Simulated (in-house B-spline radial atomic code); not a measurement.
Configurations of Zn5+, with energies counted from [Ar] 3d7. All numbers are computed (scalar-relativistic (X2C) wB97X, spin-polarised, spherical fractional occupations, exact exchange averaged over the configuration; Fermi nucleus of rms radius 3.9283 fm) with a B-spline radial code for spherical atoms, not measured. Shells without spins written out take the highest spin.

Occupations are held fixed; configurations that lie above the ionisation limit could autoionise.

```csv
configuration,E - E(ref) (eV),highest orbital,its <r> (bohr)
[Ar] 3d6 4d1,63.776,4d up,2.259
[Ne] 3s2 3p5 3d8,76.865,3d down,0.7388
[Ne] 3s2 3p5 3d7 4d1,140.79,4d up,2.255
[Ne] 3s2 3p5 3d7 4f1,154.49,4f up,2.867
```

Question: Order these further configurations by energy, lowest first.
A. [Ne] 3s2 3p5 3d7 4s1
B. [Ar] 3d6 4p1
C. [Ne] 3s2 3p5 3d7 4p1
D. [Ar] 3d6 4s1

Answer: D (34.101 eV), B (46.17 eV), A (111 eV), C (123.1 eV).
